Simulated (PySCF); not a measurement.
# Ionisation energy of Pr(25+) by level of theory

Pr(25+) [Ar] 3d10 4s2 4p4 (3P) → Pr(26+) [Ar] 3d10 4s2 4p3 (4S), as a difference of total energies. Calculation: PySCF 2.14, in an uncontracted even-tempered set (20 s from 1.5 bohr⁻², ratio 2.5; 14 p from 2 bohr⁻², ratio 2.5; 8 d from 3.5 bohr⁻², ratio 2.5; 5 f from 13 bohr⁻², ratio 2.7; 4 g from 19 bohr⁻², ratio 2.7); scalar relativity by spin-free X2C-1e. Correlated levels: outer shells: [Ne] frozen; virtual orbitals above 40 to 60 times the deepest correlated orbital energy dropped. The calculations carry no spin-orbit coupling.

| method | ionisation energy (eV) |
| --- | --- |
| UHF | 883.52 |
| LDA | 886.59 |
| PBE | 886.01 |
| PBE0 | 885.84 |
| r2SCAN | 885.72 |
| M06-2X | 884.88 |
| B97-3 | 885.84 |
| MP2 (outer shells) | 884.87 |
| SCS-MP2 (outer shells) | 884.84 |

How much does correlation contribute at MP2 (outer shells)?

884.87 − (883.52) = 1.35 eV, measured against UHF.

Spin-orbit coupling is strong in these open shells (close to jj coupling). The scalar numbers leave it out and a first-order estimate fails, so it can dominate the gap to the real levels.

Breit and QED terms and the two-electron picture change are absent.

For comparison: 880 ± 4 eV (theoretical estimate listed by NIST; NIST Atomic Spectra Database, ionization energies).
